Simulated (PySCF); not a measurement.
Spinor energies of Hg³⁶⁺ (mercury, charge +36)

Start: [Kr] 4d8; 4d3/2 filled at m_j = -3/2, -1/2, +1/2, +3/2; 4d5/2 filled at m_j = -1/2, +1/2, +3/2, +5/2. Calculated with PySCF 2.14 in an uncontracted even-tempered set (17 s from 3.9 bohr⁻², ratio 2.8; 14 p from 5.1 bohr⁻², ratio 2.8; 9 d from 5.1 bohr⁻², ratio 2.8; 3 f from 23 bohr⁻², ratio 3): generalised Hartree-Fock with the X2C-1e Hamiltonian and a Gaussian nucleus; one run each with spin-orbit coupling (SO) switched off, then screened by Boettger's factors.

| spinor shell | electrons | ε, spin-free (eV) | ε, screened SO (eV) | weight of nominal j (screened SO) | rms radius, screened SO (bohr) |
| --- | --- | --- | --- | --- | --- |
| 1s1/2 | 2 | -85053.7 | -85019.8 | 1.000 | 0.0187 |
| 2s1/2 | 2 | -16456.5 | -16445.4 | 1.000 | 0.0756 |
| 2p1/2 | 2 | -14409.9 | -15815.2 | 1.000 | 0.0640 |
| 2p3/2 | 4 | -14409.9 | -13861.1 | 1.000 | 0.0721 |
| 3s1/2 | 2 | -5093.1 | -5089.3 | 1.000 | 0.192 |
| 3p1/2 | 2 | -4490.9 | -4809.2 | 1.000 | 0.183 |
| 3p3/2 | 4 | -4490.9 | -4363.4 | 1.000 | 0.199 |
| 3d3/2 | 4 | -3852.5 | -3909.2 | 1.000 | 0.174 |
| 3d5/2 | 6 | -3852.5 | -3811.6 | 1.000 | 0.178 |
| 4s1/2 | 2 | -2149.9 | -2148.6 | 1.000 | 0.397 |
| 4p1/2 | 2 | -1925.4 | -2025.1 | 0.999 | 0.399 |
| 4p3/2 | 4 | -1925.4 | -1884.4 | 1.000 | 0.429 |
| 4d3/2 | 4 | -1676.4 | -1691.9 | 0.993 | 0.417 |
| 4d5/2 | 4 | -1676.4 | -1664.5 | 0.995 | 0.425 |

```tsv
quantity	spin-free	screened SO
E (hartree)	-18869.59567	-18902.49279
M_J	4	4
⟨J²⟩	20.001	20.001
⟨L²⟩	12.001	13.126
⟨S²⟩	2.000	1.867
```

Each row is a mean over spinors that exchange with the open shell spreads, by up to 22.780 eV (4p3/2).

Breit and QED terms are absent; they matter most for the inner s and p1/2 levels.

Densities and radii are taken from the X2C orbitals without a picture-change correction, which distorts them close to the nucleus.

Without spin-orbit coupling the j labels of p, d and f shells carry no meaning; the spin-free column gives the mean over the occupied spinors of each nl shell.
